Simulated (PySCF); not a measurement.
F₅Si₂, SMILES F[Si](F)[Si](F)(F)F, multiplicity 2. Atoms are numbered in the order given.

```xyz
7

F      1.9931     0.2445     1.3039
Si     1.3538    -0.4818     0.0000
F      1.9931     0.2445    -1.3039
Si    -0.9615     0.0086     0.0000
F     -1.3389     1.5707     0.0000
F     -1.6287    -0.6618    -1.2996
F     -1.6287    -0.6618     1.2996
```
Charge 0, spin multiplicity 2.

Geometry: B3LYP-D3(BJ)/def2-SVP. The isomer is the one that the SMILES or the coordinates give; other isomers of the formula were not compared. One conformer was computed; it need not be the lowest.

Level of theory: PBE/def2-TZVP run with PySCF.

ESP charges are fitted to the potential on shells at 1.4 to 2.0 van der Waals radii. Atomic charges (e):

```
atom  ESP fit  Mulliken  Löwdin  meta-Löwdin  Mulliken spin
----  -------  --------  ------  -----------  -------------
F1        [?]     -0.25    0.02        -0.45           0.04
Si2       [?]      0.48    0.01         0.89           0.73
F3        [?]     -0.25    0.02        -0.45           0.04
Si4       [?]      0.75   -0.21         1.37           0.17
F5        [?]     -0.24    0.05        -0.45           0.02
F6        [?]     -0.25    0.05        -0.46           0.01
F7        [?]     -0.25    0.05        -0.46           0.01
```

Some entries are withheld; supply them. (The exact figures need the calculation; the answer reports its results.)


- F1, ESP fit: -0.15
- Si2, ESP fit: 0.29
- F3, ESP fit: -0.15
- Si4, ESP fit: 0.56
- F5, ESP fit: -0.17
- F6, ESP fit: -0.19
- F7, ESP fit: -0.19

Give the Mayer and Wiberg (Löwdin basis) orders of the bonds. (An estimate is asked for; the answer gives what the named calculation found.)


```json
[
 {"bond": "F1–Si2", "Mayer": "1.15", "Wiberg": "1.80"},
 {"bond": "Si2–F3", "Mayer": "1.15", "Wiberg": "1.80"},
 {"bond": "Si2–Si4", "Mayer": "0.90", "Wiberg": "1.07"},
 {"bond": "Si4–F5", "Mayer": "1.18", "Wiberg": "1.77"},
 {"bond": "Si4–F6", "Mayer": "1.18", "Wiberg": "1.76"},
 {"bond": "Si4–F7", "Mayer": "1.18", "Wiberg": "1.76"}
]
```
